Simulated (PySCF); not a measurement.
**Copper: a sound run and one with changed settings**

Sound run: Cu [Ar] 3d10 4s1, Cu⁺ [Ar] 3d10. Computed with PySCF 2.14 in x2c-SVPall (5s3p3d1f, 36 functions), with the spin-free X2C one-electron Hamiltonian (Gaussian nucleus). In the sound run the correlated levels freeze [Ar]. The sound run starts from symmetry-adapted Hartree-Fock orbitals and uses a fine grid where one is needed.

Changed run: no relativity, point nucleus. This setting is unsound on purpose.

| species | method | sound run (hartree) | changed run (hartree) | converged |
| --- | --- | --- | --- | --- |
| Cu | UHF | -1652.84070 | -1633.85979 | yes |
| Cu | B3LYP | -1654.50629 | -1635.52481 | yes |
| Cu | M06-L | -1654.37294 | -1635.38896 | yes |
| Cu | MP2 | -1653.13723 | -1634.15521 | yes |
| Cu | CCSD(T) | -1653.11673 | -1634.13475 | yes |
| Cu⁺ | UHF | -1652.59959 | -1633.62702 | yes |
| Cu⁺ | B3LYP | -1654.20672 | -1635.23606 | yes |
| Cu⁺ | M06-L | -1654.08584 | -1635.11336 | yes |
| Cu⁺ | MP2 | -1652.87451 | -1633.90178 | yes |
| Cu⁺ | CCSD(T) | -1652.85268 | -1633.87994 | yes |

Ionisation energy of Cu:

```tsv
method	sound run (eV)	changed run (eV)
UHF	6.561	6.334
B3LYP	8.152	7.857
M06-L	7.812	7.500
MP2	7.149	6.896
SCS-MP2	7.070	6.819
CCSD	7.080	6.833
CCSD(T)	7.185	6.934
```

Most of the change in total energy is the relativistic energy itself. On top of that the contraction fixes the core shape for the Hamiltonian it was made with, so the changed run is not a good calculation with the other Hamiltonian either.

For comparison, NIST gives 7.726 eV between the lowest levels.
